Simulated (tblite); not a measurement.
Compound: C6H9NO.
Geometry (GFN2-xTB, Å), atoms numbered from 1 in this order:
```
atom  x, y, z in Å
O1     3.1730   -0.5700   -0.6710
C2     2.6532   -0.5168    0.4147
N3     1.3525   -0.2632    0.6491
C4     0.4000   -0.0368   -0.4054
C5    -0.3945    1.2944   -0.3948
C6    -1.6900    0.4915   -0.3829
C7    -1.7237   -0.3529    0.8485
C8    -0.9161   -0.8037   -0.3320
H9     3.2176   -0.6726    1.3544
H10    1.0052   -0.2597    1.5948
H11    0.9360   -0.1953   -1.3423
H12   -0.2362    1.9241    0.4806
H13   -0.2424    1.8855   -1.2936
H14   -2.5689    0.7413   -0.9513
H15   -2.6323   -0.9063    1.0329
H16   -1.2416   -0.0040    1.7505
H17   -1.0988   -1.7434   -0.8258
```

Calculated harmonic vibrations of the isolated species, GFN2-xTB (tblite), most abundant isotopes, no scaling. The method is semi-empirical: single wavenumbers can be off by several per cent or more. One conformer, not necessarily the lowest.

Harmonic wavenumbers (cm⁻¹): 41.8, 138.0, 199.9, 221.8, 371.7, 420.1, 501.1, 512.2, 657.3, 757.2, 850.4, 858.9, 869.0, 924.8, 962.2, 972.8, 977.4, 1010.9, 1040.9, 1047.9, 1071.5, 1078.0, 1110.4, 1127.1, 1177.6, 1203.8, 1211.3, 1226.3, 1260.1, 1278.0, 1368.5, 1383.8, 1420.9, 1465.8, 1479.5, 1770.6, 2758.5, 2984.7, 2992.8, 3033.8, 3066.7, 3093.8, 3099.8, 3113.7, 3457.6.

A = 5599, B = 1250, C = 1180 MHz; mass 111.068 u (most abundant isotopes); point group C1, symmetry number 1.

Q: Zero-point energy?

A: Half the sum of the wavenumbers: 30785 cm⁻¹ = 88.02 kcal/mol.

Q: What is S at 400 K and 1 bar for an ideal gas of classical rigid rotors and harmonic oscillators?

A: Translation 41.52, rotation 28.93, vibration 25.50: S = 96.0 cal/(mol K).

Q: And Cp and H(400 K) − H(0)?

A: Cp = 39.74 cal/(mol K), of which vibrations give 31.79 (their classical limit is 45 R = 89.4); H(400 K) − H(0) = 8.79 kcal/mol without the zero-point energy, 5.61 from vibrations.

Q: Which modes carry the vibrational entropy at 400 K?

A: 41.8 cm⁻¹: 5.75; 138.0 cm⁻¹: 3.40; 199.9 cm⁻¹: 2.68; 221.8 cm⁻¹: 2.49; 371.7 cm⁻¹: 1.55; 420.1 cm⁻¹: 1.35 cal/(mol K); the other 39 give 8.28 together.

Q: Blend soft modes into free rotors: weight 1/[1 + (100 cm⁻¹/ν̃)⁴] for the oscillator and the rest for a rotor with moment μB/(μ + B), μ = h/(8π²ν), B = 10⁻⁴⁴ kg m². What vibrational entropy results?

A: 23.68 cal/(mol K) in place of 25.50, which changes −T·S at 400 K by +0.73 kcal/mol.

Q: What must be added to the electronic energy to get the Gibbs energy at 400 K and 1 bar?

A: ZPE + [H(400 K) − H(0)] − T·S = 88.02 + 8.79 − 38.38 = 58.43 kcal/mol.

Q: How do the functions run with temperature in this model?

A: 
```tsv
T (K)	S (cal/(mol K))	Cp (cal/(mol K))	H − H(0) (kcal/mol)	G − H(0) (kcal/mol)	ln q(vib)
150	70.5	17.0	1.85	-8.73	1.77
250	81.0	25.1	3.93	-16.32	3.28
298.15	85.8	29.7	5.25	-20.33	4.04
600	115.2	55.2	18.39	-50.73	9.47
900	140.5	69.3	37.26	-89.20	15.18
```

q(vib) and H(0) count from the zero-point level.

Hindered rotation and anharmonicity are outside this model. Other conformers, if any are populated, would add a mixing term that is left out. The structure is chiral; the term R ln 2 for an equal mix with its mirror image is left out.
